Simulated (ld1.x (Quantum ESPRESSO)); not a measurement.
**Which change was made? (I, TM)**

I (Z = 53), norm-conserving Troullier–Martins (Kleinman–Bylander form), made with ld1.x (Quantum ESPRESSO) 7.5 (revPBE, fully relativistic). Core [Kr], reference 4d10 5s2 5p5. Waves: 5s (bound): rc 1.60 bohr; 5p (bound): rc 1.60 bohr; 4d (bound): rc 1.20 bohr. Local part: the d channel. Core correction: none.

Open shells are filled in proportion to 2j + 1 (rel_dist='average').

Cutoffs, loose and tight: the cutoffs (Ry, on a coarse ladder) from which the occupation-weighted sum of valence levels, in a spherical-Bessel basis at the reference potential, stays within 10 and 1 mRy of its value at 400 Ry. They do not see the model core or the augmentation charge, which bear on the density cutoff. Test errors are all-electron minus pseudo excitation energies from the reference, over the configurations 4d10 5s2 5p4; 4d10 5s2 5p3; 4d10 5s2 5p2; 4d10 5s2 5p4.5; 4d10 5s1 5p6; 4d9 5s2 5p5; 4d10 5s2 5p1; variants that change the core or the reference have their own tests. The largest error is taken over the tests solved by every variant that gives reliable tests at all, those not shown here included: 4d10 5s1 5p6; 4d10 5s2 5p2; 4d10 5s2 5p3; 4d10 5s2 5p4; 4d10 5s2 5p4.5.

The base gives: outcome: generated, misses its reference levels by 1.03 eV; cutoff, loose: 120 Ry; cutoff, tight: 200 Ry; bound ghosts: s, p3/2, p1/2; largest test error (meV): +9.9.

Question: After one change the result is: outcome: generated, misses its reference levels by 1.03 eV; cutoff, loose: over 300 Ry; cutoff, tight: over 300 Ry; bound ghosts: p1/2, p3/2, s; largest test error (meV): -38. Which change was it?
A. all radii scaled by about 0.90 (s 1.44, p 1.44, d 1.08 bohr)
B. all radii scaled by about 0.78 (s 1.24, p 1.24, d 0.94 bohr)
C. all radii scaled by about 1.40 (s 2.24, p 2.24, d 1.68 bohr)

Answer: B. The others give: all radii scaled by about 0.90 (s 1.44, p 1.44, d 1.08 bohr) → outcome: generated, misses its reference levels by 1.03 eV; cutoff, loose: 140 Ry; cutoff, tight: 230 Ry; bound ghosts: s, p3/2, p1/2; largest test error (meV): -22 | all radii scaled by about 1.40 (s 2.24, p 2.24, d 1.68 bohr) → outcome: generated, misses its reference levels by 1.03 eV; cutoff, loose: 90 Ry; cutoff, tight: 160 Ry; bound ghosts: s, p3/2, p1/2; largest test error (meV): -12.
